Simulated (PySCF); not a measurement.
SMILES N[SiH2]CS (CH₇NSSi), singlet at its GFN2-xTB optimised geometry (Å):

```
11

N      1.0095    -1.5335     0.2037
Si     0.5632     0.1142     0.0000
C     -1.3387     0.1142     0.0000
S     -1.9867     1.8198     0.0000
H      1.9867    -1.7615     0.2793
H      0.5290    -2.2529    -0.3125
H      1.0847     0.8398     1.1532
H      0.9911     0.7660    -1.2525
H     -1.7384    -0.3294     0.9084
H     -1.7812    -0.4045    -0.8493
H     -1.3019     2.2529    -1.0571
```

Method: CAM-B3LYP/def2-TZVP (PySCF).

Map of the Laplacian of the electron density (e/bohr⁵), clipped to [-1.50, 1.50] on the plane z = 1.0 Å:

```
|8888888888888888888888888888888|
|8888888888888888888888888888888|
|8888888888888888888888888888888|
|8888888888888888888888888888888|
|8888888888888888888888888888888|
|8888888888888888888888888888888|
|8888888888888888888888888888888|
|8888888998888888888888888888888|
|8888888988888888888888888888888|
|8888888988988888888888888888888|
|8888888999988888888888888888888|
|8888888999988888888888888888888|
|8888888899998888882088888888888|
|8888888899999888875588888888888|
|8888888899999988887888888888888|
|8888888998899988888888888888888|
|8888888990499888888888888888888|
|8888888897899888899988888888888|
|8888888899998888999998888888888|
|8888888888888888999999888888888|
|8888888888888888999999988888888|
|8888888888888888999999988888888|
|8888888888888888899999888888888|
|8888888888888888888988888888888|
|8888888888888888888888888888888|
|8888888888888888888888888888888|
|8888888888888888888888888888888|
|8888888888888888888888888888888|
|8888888888888888888888888888888|
|8888888888888888888888888888888|
|8888888888888888888888888888888|
```
Scale: ten equal steps from -1.50 (start of '0') to 0.233 (end of '9'), in the order '0123456789'; x runs from -4.50 to 4.50, y from -4.50 (bottom) to 4.50 (top).
